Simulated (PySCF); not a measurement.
**A search over the determinants of AsH**

Unrestricted PBE0; PySCF, no relativity, basis sets As def2-TZVPP, H def2-TZVPP. Outer shells of the fragments: As 3d10 4s2 4p3; H 1s1.

Followed along the bond (rough minima from three points):

```
2Ms+1    unpaired  ⟨S²⟩ at the start  R at minimum (Å)  Te (eV)
    3        π ↑↑               2.01              1.53     0.00
    1        π ↑↓               1.01              1.53     0.36
    1        none               0.00              1.53     1.47
    5  σ ↑↑, π ↑↑               6.00  none in the scan   ≤ 5.94
```

Solutions found at the starting distance of 1.495 Å, counted from the lowest of them; the search is not exhaustive and high or unbound solutions are not listed, so other states can lie among these:

```json
{"2Ms+1": "3", "unpaired": "π ↑↑", "term": "³Σ⁻", "E (eV)": "0.00", "⟨S²⟩": "2.01", "⟨Lz²⟩": "0.00", "μ (D)": "0.28"}
{"2Ms+1": "1", "unpaired": "π ↑↓", "term": "mixed", "E (eV)": "0.36", "⟨S²⟩": "1.01", "⟨Lz²⟩": "2.02", "μ (D)": "0.28"}
{"2Ms+1": "1", "unpaired": "none", "term": "mixed", "E (eV)": "1.47", "⟨S²⟩": "0.00", "⟨Lz²⟩": "2.01", "μ (D)": "0.30"}
{"2Ms+1": "3", "unpaired": "σ ↑, π ↑", "term": "³Π", "E (eV)": "3.74", "⟨S²⟩": "2.01", "⟨Lz²⟩": "1.01", "μ (D)": "0.71"}
{"2Ms+1": "1", "unpaired": "σ ↓, π ↑", "term": "mixed", "E (eV)": "4.11", "⟨S²⟩": "1.02", "⟨Lz²⟩": "1.01", "μ (D)": "0.81"}
{"2Ms+1": "3", "unpaired": "σ ↑, π ↑", "term": "³Π", "E (eV)": "6.08", "⟨S²⟩": "2.00", "⟨Lz²⟩": "1.01", "μ (D)": "-1.25"}
{"2Ms+1": "1", "unpaired": "σ ↓, π ↑", "term": "mixed", "E (eV)": "6.31", "⟨S²⟩": "1.01", "⟨Lz²⟩": "1.01", "μ (D)": "-1.38"}
{"2Ms+1": "5", "unpaired": "σ ↑↑, π ↑↑", "term": "⁵Σ⁻", "E (eV)": "6.74", "⟨S²⟩": "6.00", "⟨Lz²⟩": "0.00", "μ (D)": "-0.38"}
{"2Ms+1": "3", "unpaired": "σ ↑↑, π ↑↓", "term": "mixed", "E (eV)": "7.72", "⟨S²⟩": "3.01", "⟨Lz²⟩": "2.03", "μ (D)": "-0.37"}
{"2Ms+1": "1", "unpaired": "σ ↓↓, π ↑↑", "term": "mixed", "E (eV)": "7.98", "⟨S²⟩": "2.01", "⟨Lz²⟩": "0.00", "μ (D)": "-0.51"}
```

A term symbol is given only where ⟨S²⟩ and ⟨Lz²⟩ are close to those of a pure state; real π, δ and φ orbitals otherwise mix terms. A positive dipole means As(−)H(+).

Spin–orbit coupling is left out. Counting both spins, an empty level lies below a filled one in some of these solutions, because spin and occupation are held.
